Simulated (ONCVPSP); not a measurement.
## What the settings do to the ONCV potential of oxygen

Base potential:

ONCVPSP 4.0.1 input, shortened (lines: element, Z, core and valence counts, functional; n l f; lmax; l rc ep ncon nbas qcut; lloc lpopt rc5 dvloc0; l nproj debl; icmod fcfact rcfact), LDA (Perdew-Wang 92), scalar-relativistic:

```
  O 8.00    1    2  -001012      upf
    1    0    2.00
    2    0    2.00
    2    1    3.00
    2
    0    0.60    0.00    4    7   10.10
    1    0.95    0.00    4    8    6.90
    2    1.00    0.03    4    8    9.90
    4    1    0.45    2.00
    0    3    3.20
    1    1    2.90
    2    3    1.70
    1    0.55    0.00
```

Cutoffs, loose and tight: the cutoffs (Ha) at which the residual kinetic energy of the hardest occupied pseudo-wave falls to 1 and 0.1 mHa per electron. They do not see the model core or the augmentation charge, which bear on the density cutoff. Test errors are all-electron minus pseudo excitation energies from the reference, over the configurations 2s2 2p4; 2s2 2p2; 2s2 2p1; 2s1 2p4. A dash means not determined; rows that change the core or the reference have their own tests.

A true bound ghost makes a file unfit for plane-wave use even where its test errors are small: the radial tests pick states by their node count and pass the ghost by.

| change | outcome | cutoff, loose | cutoff, tight | bound ghosts | GHOST(+) flags above zero | largest test error (meV) |
| --- | --- | --- | --- | --- | --- | --- |
| base | generated | 272 Ha | 347 Ha | s | s, d | +189 |
| d: rc 1.06 | generated | 272 Ha | 347 Ha | s | s | +189 |
| local potential polynomial inside 0.45 bohr (lpopt 1, dvloc0 -2.5 Ha) | generated | 272 Ha | 347 Ha | s | s, d | +189 |
| s: qcut 9.7 | generated | 272 Ha | 347 Ha | s | s, d | +189 |
| local potential polynomial inside 0.45 bohr (lpopt 3, dvloc0 0 Ha) | generated | 272 Ha | 347 Ha | s | s, d | +189 |
| core correction polynomial model core, fcfact 1.08 | generated | 272 Ha | 347 Ha | s | s, d | +189 |
| functional PBE | generated | 269 Ha | 346 Ha | s | s, d | +216 |
| p: nbas 9 | generated | 277 Ha | 347 Ha | s | s, d | +208 |
| reference 2s2 2p4 | generated | 269 Ha | 345 Ha | s | s, d | +260 |

Task: What comes out with this change to the base: s: nproj 1?

Result: outcome: generated; cutoff, loose: 272 Ha; cutoff, tight: 347 Ha; bound ghosts: none; GHOST(+) flags above zero: d; largest test error (meV): +223.

Task: What comes out with this change to the base: p: rc 1.16?

Result: outcome: generated; cutoff, loose: 272 Ha; cutoff, tight: 347 Ha; bound ghosts: s; GHOST(+) flags above zero: s, d; largest test error (meV): +405.
